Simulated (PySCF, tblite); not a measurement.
Isomers of C6H9NSSi2, one GFN2-xTB conformer each. Single-point energies are computed at PBE0/pcSseg-1 (PySCF, gas phase, no added dispersion term), electronic only.

Question: Rank them by PBE0/pcSseg-1 energy, lowest first (kcal/mol).
A. `[CH3:1][Si@@:2]([SiH3:3])([C:4]#[N:5])[c:6]1[cH:7][cH:8][cH:9][s:10]1` with C1–Si2–C6–C7 -118°
B. `[CH:1]#[C:2][Si@@H:3]([C:4]#[N:5])[C@H:6]1[CH2:7][CH2:8][S:9][SiH2:10]1` with C2–Si3–C6–C7 63°, Si3–C6–C7–C8 174°, C6–C7–C8–S9 -54°, C7–C8–S9–Si10 32°, C8–S9–Si10–C6 -5°

Answer: A (0.0), B (19.5).

As drawn, the lower has an aromatic ring and an Si–Si bond, which the higher lacks; the higher has a C≡C bond, which the lower lacks. GFN2-xTB itself gives, in the same order: 0.0, 9.2. Both levels put the same isomer lowest.

Q: Which frontier levels, dipoles and rotational constants go with these structures?

A: 
```
                         SMILES  HOMO (eV, PBE0/pcSseg-1)  LUMO (eV)  dipole (D)       A, B, C (MHz)
    C[Si@@]([SiH3])(C#N)c1cccs1                     -7.22      -1.17        3.57  1143, 609.0, 503.3
C#C[Si@@H](C#N)[C@H]1CCS[SiH2]1                     -7.00      -1.00        4.28  1373, 523.5, 397.4
```

Q: What happens when harmonic zero-point energies from GFN2-xTB frequencies are added?

A: 
| SMILES | ZPE (kcal/mol) | electronic (kcal/mol) | with ZPE (kcal/mol) |
| --- | --- | --- | --- |
| C[Si@@]([SiH3])(C#N)c1cccs1 | 78.4 | 0.0 | 0.0 |
| C#C[Si@@H](C#N)[C@H]1CCS[SiH2]1 | 79.5 | 19.5 | 20.6 |

The zero-point energies span 1.1 kcal/mol. The order is unchanged.
